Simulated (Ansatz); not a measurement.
C₂H₈OSi₂ (`C=C[SiH2][SiH2]O`), charge 0, multiplicity 1.

Give a relaxed structure at PBE0-D4/def2-TZVP (Ansatz 0.2.0). (Best estimate.)

The calculation gave: 
Cartesian coordinates in Å:
```
C 2.199 -0.293 -0.895
C 1.006 0.289 -0.996
Si 0.097 1.065 0.437
Si -1.679 -0.356 1.037
O -2.433 -0.960 -0.309
H 2.744 -0.323 0.044
H 2.688 -0.760 -1.746
H 0.519 0.289 -1.971
H -0.416 2.408 0.042
H 1.039 1.225 1.581
H -1.135 -1.459 1.884
H -2.739 0.347 1.803
H -1.891 -1.473 -0.911
```
This is one stationary point; other conformers may exist.
